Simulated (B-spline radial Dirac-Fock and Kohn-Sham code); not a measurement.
**Isotope-shift constants of the inner levels of Si⁴⁺**

System: Si⁴⁺ in the configuration 1s2 2s2 2p6.

The run's input, task.json:

```json
{"items": [{
  "Z": 14,
  "q": 4,
  "cfg": [[1, 0, 2], [2, 0, 2], [2, 1, 6]],
  "A": 28,
  "rrms": 3.1224,
  "do": "isoshift",
  "isotopes": [[28, 27.97692653442, 3.1224], [29, 28.97649466434, 3.1176], [30, 29.973770137, 3.1336]]
}]}
```

Command: `python xray2_run.py task.json out`

These are calculated numbers from a B-spline atomic structure program; the model is first-order field-shift and mass-shift constants from Dirac-Fock ground and hole states with a Fermi nucleus; the mass shift has no relativistic recoil terms. A binding energy shifts by δE = F·δ⟨r²⟩ + (K_N + K_S)·δ(1/M); F is taken for a change of radius at fixed skin thickness and so holds the higher radial moments.

```csv
level,F (meV/fm²),K_N (meV u),K_S (meV u)
K (1s),-0.2334,-1048,254.5
L1 (2s),-0.01696,-119.6,-32.61
L2 (2p1/2),0.002486,-91.00,68.65
L3 (2p3/2),0.002486,-90.63,67.60
```

Line shifts in meV from A = 28 (mass 27.9769 u, rms radius 3.1224 fm); radii from Angeli and Marinova (2013).

| A | mass (u) | radius (fm) | Kα1 | Kα2 |
| --- | --- | --- | --- | --- |
| 29 | 28.9765 | 3.1176 | ? | ? |
| 30 | 29.9738 | 3.1336 | +1.82 | +1.82 |

Q: What are the shifts for A = 29?

A: Kα1 +0.96 meV (field +0.01, mass +0.95); Kα2 +0.96 meV (field +0.01, mass +0.95).
